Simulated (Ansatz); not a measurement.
Born–Oppenheimer molecular dynamics of H4OSn (6 atoms, charge 0, multiplicity 1). It starts at the highest image of a converged band. Of that band: Beside the main top the profile has a ripple of under 15 meV (maxima at images 1, 4), which may be a very shallow well or noise. Neighbouring images differ by up to 1.6 eV, so the band resolves the path poorly. A vibrational analysis at the climbing image gives one clearly imaginary mode, 1248i cm⁻¹: a first-order saddle point.

Computed with RKS B3LYP/def2-SVP in Ansatz.

* ensemble: NVE (velocity Verlet)
* time step: 0.5 fs
* steps asked: 200
* starting velocities drawn for: 100 K
* seed: 5366

First frame:

```xyz
6
Properties=species:S:1:pos:R:3
Sn 0.209 0.028 -0.340
O 0.825 0.219 1.760
H 0.772 -0.638 2.216
H 1.744 -0.030 0.528
H -0.752 1.443 -0.616
H -0.908 -1.304 -0.399
```

(1) What does the run give?

(2) What happens to the structure?

(3) How do temperature and energy run in time?

Answers

(1) All steps were run.

```json
{
 "steps done": "200",
 "time covered": "100 fs",
 "mean temperature over the second half": "2033 K",
 "spread of the potential energy over the second half": "59.3 meV per atom",
 "mean potential energy of the second half above the start": "-166.7 meV per atom"
}
```

The conserved energy stayed within 0.23 meV per atom of its start (net change -0.13 meV per atom), so the integration is sound. The kinetic energy rose, since the run started high on the potential surface and went downhill. A run of 0.1 ps of so small a system gives no equilibrium averages. The orbitals stay closed-shell, which can raise the energy where a bond breaks towards radicals; this wasn't checked here.

(2) Between its relaxed ends the band would form O2–H4 and break Sn1–H4. These pairs go: O2–H4 1.56 → 2.93 Å, Sn1–H4 1.77 → 1.73 Å. In the last frame they stand as before the step (other bonds may differ from the relaxed reactants and products). It ends as one piece, H4OSn. Pairs count as bonded within 1.25 times the sum of covalent radii (0.12 Å more for H–H). This is one draw of velocities; another would differ in detail.

(3) 
| time (fs) | T (K) | potential energy less start (eV) | conserved less start (meV/atom) |
| --- | --- | --- | --- |
| 0 | 100 | 0.000 | 0.00 |
| 5 | 78 | 0.011 | 0.02 |
| 10 | 216 | -0.060 | 0.04 |
| 15 | 1105 | -0.519 | 0.09 |
| 20 | 2962 | -1.481 | -0.21 |
| 25 | 3041 | -1.521 | -0.12 |
| 30 | 2223 | -1.098 | -0.07 |
| 35 | 1394 | -0.670 | -0.07 |
| 40 | 983 | -0.456 | 0.04 |
| 45 | 1624 | -0.789 | -0.13 |
| 50 | 1589 | -0.770 | -0.04 |
| 55 | 1867 | -0.914 | -0.02 |
| 60 | 2564 | -1.275 | -0.11 |
| 65 | 2503 | -1.243 | -0.05 |
| 70 | 2372 | -1.175 | -0.09 |
| 75 | 1728 | -0.842 | -0.04 |
| 80 | 1030 | -0.481 | -0.05 |
| 85 | 866 | -0.396 | 0.05 |
| 90 | 2033 | -1.000 | -0.05 |
| 95 | 3052 | -1.527 | -0.12 |
| 100 | 2864 | -1.430 | -0.13 |

Time of the run: 5.5 min on 1 thread of Arm Neoverse V2, with other jobs on the host, peak memory 0.11 GiB.
